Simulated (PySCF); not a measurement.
A series of related open-shell species. All by UKS B3LYP (pcH-1 on C F H N O Si) in PySCF, non-relativistic with spin–orbit coupling as a perturbation, on GFN2-xTB geometries; isolated species, one conformer each; SCF stability not tested in every run. Couplings are magnitudes for isotopes of over 50 % abundance, averaged over nuclei equivalent by connectivity (but not across a short bond from an atom whose three angles sum to over 350°); populations are Mulliken's. Couplings are sensitive to structure, and on GFN2-xTB geometries they can be far from those on DFT ones.

```
                       species                   change   ⟨S²⟩      g1      g2      g3       largest spin population on                                                           largest couplings
        C#C[N] (triplet state)  none (reference member)  2.051  2.0022  2.0030  2.0030  carbon bonded to C and H (1.49)                                               1 × 1H 58 MHz, 1 × 14N 12 MHz
     CC([N])=O (triplet state)  none (reference member)  2.029  2.0031  2.0041  2.0118      nitrogen bonded to C (1.62)                                                1 × 14N 18 MHz, 3 × 1H 4 MHz
     [N][SiH3] (triplet state)  none (reference member)  2.007  2.0021  2.0049  2.0049     nitrogen bonded to Si (1.84)                                               3 × 1H 76 MHz, 1 × 14N 15 MHz
[N]c1cccc(F)c1 (triplet state)  none (reference member)  2.052  2.0021  2.0029  2.0034      nitrogen bonded to C (1.49)  1 × 14N 18 MHz, 1 × 1H 13 MHz, 1 × 1H 12 MHz, 1 × 1H 12 MHz, and 2 smaller
         CC[N] (triplet state)  none (reference member)  2.007  2.0020  2.0035  2.0036      nitrogen bonded to C (1.83)                                              2 × 1H 119 MHz, 1 × 14N 22 MHz
      [N]C1CC1 (triplet state)  none (reference member)  2.011  2.0021  2.0035  2.0035      nitrogen bonded to C (1.70)                  1 × 1H 106 MHz, 1 × 14N 20 MHz, 2 × 1H 5 MHz, 2 × 1H 3 MHz
```

**Question.** Predict the same entries for `c1([N])ccc(cc1)C` [triplet].

**Answer.** ⟨S²⟩: 2.051; g1: 2.0022; g2: 2.0030; g3: 2.0035; largest spin population on: nitrogen bonded to C (1.47); largest couplings: 1 × 14N 17 MHz, 3 × 1H 15 MHz, 2 × 1H 13 MHz, 2 × 1H 9 MHz. The largest Mulliken spin populations are on N6 (+1.47), C7 (+0.38), C4 (+0.38) and C2 (+0.37). Four atoms exceed +0.15. The positive populations add up to 2.65 and the negative ones to -0.65, together 2S = 2. (Numbering: [CH3:1][c:2]1[cH:3][cH:4][c:5]([N:6])[cH:7][cH:8]1 (hydrogens: H9, H10, H11 on C1; H12 on C3; H13 on C4; H14 on C7; H15 on C8).)

Means can hide wide spreads in the frozen geometry: Cc1ccc([N])cc1 (triplet state), 3 × 1H from 7 to 29 MHz (mean 15).
